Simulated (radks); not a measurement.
Values are calculated unless marked as measured or tabulated.
How relativity changes the ionisation of neutral gadolinium ([Xe] 4f7 5d1 6s2) to Gd+ ([Xe] 4f7 5d1 6s1). Spin-unpolarised spherical Kohn-Sham, PBE, point nucleus unless stated (finite: rms radius 5.1569 fm), a radial shooting solver on a logarithmic mesh with Libxc functionals. A level marked "c x" has the speed of light scaled by that factor and shares open shells by 2j + 1; other Dirac levels either fill j = l - 1/2 first or share by 2j + 1.

non-rel.: E(Gd) (hartree) -10823.1986; E(Gd+) (hartree) -10822.9719; IE (eV) 6.168; HOMO 5d; <r> HOMO (bohr) 2.680
scalar-rel.: E(Gd) (hartree) -11271.1198; E(Gd+) (hartree) -11270.8756; IE (eV) 6.645; HOMO 5d; <r> HOMO (bohr) 2.848
scalar-rel., finite nucleus: E(Gd) (hartree) -11270.2583; E(Gd+) (hartree) -11270.0141; IE (eV) 6.645; HOMO 5d; <r> HOMO (bohr) 2.848
Dirac, 2j+1 shares: E(Gd) (hartree) -11280.0946; E(Gd+) (hartree) -11279.8504; IE (eV) 6.646; HOMO 5d5/2; <r> HOMO (bohr) 2.895
Dirac, low j first: E(Gd) (hartree) -11280.1836; E(Gd+) (hartree) -11279.9404; IE (eV) 6.617; HOMO 5d3/2; <r> HOMO (bohr) 2.803
Dirac, 2j+1 shares, finite nucleus: E(Gd) (hartree) -11279.2279; E(Gd+) (hartree) -11278.9837; IE (eV) 6.645; HOMO 5d5/2; <r> HOMO (bohr) 2.894
Dirac, c x 0.85: E(Gd) (hartree) -11487.3863; E(Gd+) (hartree) -11487.1331; IE (eV) 6.890; HOMO 5d5/2; <r> HOMO (bohr) 2.994
Dirac, c x 1.25: E(Gd) (hartree) -11103.4385; E(Gd+) (hartree) -11103.2014; IE (eV) 6.452; HOMO 5d5/2; <r> HOMO (bohr) 2.811
Dirac, c x 10: E(Gd) (hartree) -10827.2903; E(Gd+) (hartree) -10827.0635; IE (eV) 6.172; HOMO 5d5/2; <r> HOMO (bohr) 2.681

NIST Atomic Spectra Database: 6.150 eV (measured). The relativistic part of the total energy of Gd is -456 hartree (Dirac, 2j+1 shares, finite nucleus), 4.2 % of the non-relativistic value. Spin polarisation and multiplet splitting of open shells are left out at every level.

Beside tabulated values, note that relativity, absent from the non-relativistic runs, is large for the heavy elements, and spin-unpolarised runs miss the spin-polarisation part of the exchange energy of open shells.
